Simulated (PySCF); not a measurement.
## Au⁺: excitation energy

Au⁺ [Xe] 4f14 5d10 (1S) → Au⁺ [Xe] 4f14 5d9 6s1, s spin flipped, as a difference of total energies. Calculation: PySCF 2.14, in aug-cc-pVTZ-PP with one added diffuse shell each of s, p, d, f, g type with ECP60MDF (7s7p6d4f3g, 113 functions); scalar relativity through the core potential. Correlated levels: valence: 5s2 5p6 frozen. The calculations carry no spin-orbit coupling.

| method | excitation energy (cm⁻¹) |
| --- | --- |
| UHF | 20099 |
| LDA | 20167 |
| PBE | 20187 |
| PBE0 | 21166 |
| r2SCAN | 19114 |
| r2SCANh | 19486 |
| wB97X-V | 22438 |
| r2SCAN0 | 20029 |
| MP2 (valence) | 24097 |
| SCS-MP2 (valence) | 23776 |

The upper determinant mixes two multiplicities, so it lies between the two terms.
